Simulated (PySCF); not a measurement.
C3H9NSi, SMILES C=CN(C)[SiH3]. Geometry: PBE-D3(BJ)/def2-SVP. The values are those of a single conformer.

Computed equilibrium geometry at PBE-D3(BJ)/def2-SVP (PySCF confirms it by a frequency run) as Cartesian coordinates in Å (one conformer of several):
```xyz
14

C      1.7290    -1.2413     0.4249
C      1.3183     0.0451     0.3180
N      0.0362     0.4978     0.0122
C     -0.2527     1.9035     0.2691
Si    -1.2243    -0.6456    -0.4762
H      1.0444    -2.0989     0.3273
H      2.7885    -1.4625     0.6085
H      2.0527     0.8600     0.4590
H     -1.2036     2.1955    -0.2169
H     -0.3420     2.1344     1.3556
H      0.5497     2.5508    -0.1486
H     -0.7167    -1.5025    -1.6019
H     -1.6628    -1.5581     0.6418
H     -2.3911     0.1916    -0.9148
```
Charge 0, spin multiplicity 1.
